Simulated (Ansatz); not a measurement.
Reaction (silylene loss): `[SiH3][SnH3]` → `[SnH4]` + `[SiH2]`

Program: Ansatz. Geometries: PBE0-D4/def2-TZVP. ΔE: electronic, gas phase. CCSD(T)/CBS is the MP2 limit (def2-TZVPP, def2-QZVPP) plus CCSD(T) − MP2 in def2-TZVPP, frozen cores. This one scheme is used for every species. Elements past krypton have def2 core potentials. For Sn outer-core shells are correlated without core-valence functions, which leaves a few kJ/mol of doubt a bond.

```
       species  CCSD(T)/CBS(def2) energy (Eh)
`[SiH3][SnH3]`                     -506.68362
      `[SnH4]`                     -216.39156
      `[SiH2]`                     -290.19011
```

Question: Work out ΔE.

Answer: ΔE = (-216.39156) + (-290.19011) − (-506.68362) = 0.10195 Eh = +267.7 kJ/mol.

Largest T1 diagnostic among the species: 0.014.

At CCSD(T), def2-SVP lies −21.3 kJ/mol from the extrapolated value and def2-TZVPP −12.3 kJ/mol. The D4 term adds +10.2 kJ/mol with B3LYP and +5.6 kJ/mol with PBE0; it sums over pairs of atoms, weighted by their polarisabilities, and B3LYP, whose exchange is more repulsive, gets the larger term. In def2-TZVPP, CCSD(T) changes the Hartree–Fock value by +15.7 kJ/mol (the triples alone add +4.5 kJ/mol) and MP2 by +35.5 kJ/mol.

B3LYP here is the variant with VWN-RPA as its local correlation; programs differ in this.
